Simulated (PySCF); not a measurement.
CH3FO3W, SMILES C[O][W](=[O])(=[O])[F], multiplicity 1. Atoms are numbered in the order given.

```xyz
9

W      0.0236    -0.2455     0.0000
O      1.0197    -0.5012     1.3701
O      1.0197    -0.5012    -1.3701
F     -1.4182    -1.4511     0.0000
O     -0.5364     1.5274     0.0000
C     -0.1437     2.8840     0.0000
H     -1.0491     3.5094     0.0000
H      0.4521     3.1072     0.8999
H      0.4521     3.1072    -0.8999
```

The structure is a stationary point at B3LYP-D3(BJ)/def2-SVP. The multiplicity is an assumed one; no other spin state was optimised. The structure was generated by enumeration; whether it is a known compound was not checked. The def2 effective core potentials stand for the cores of W; spin–orbit coupling is left out. Other conformers were not sampled.

All values below come from PBE/def2-TZVP run with PySCF.

Computed frontier levels, gap, dipole moment and polarisability:
| Item | Result |
|---|---|
| highest occupied level | -7.45 eV |
| lowest empty level | -2.71 eV |
| orbital gap | 4.74 eV |
| dipole moment | 0.827 e·Å |
| quadrupole, principal values (traceless, Buckingham form, about the centre of nuclear charge) | -6.20, -5.66, 11.85 D·Å |
| mean static polarisability | 60.1 bohr³ (8.90 Å³) |
| polarisability, principal values | 51.6, 56.9, 71.7 bohr³ |
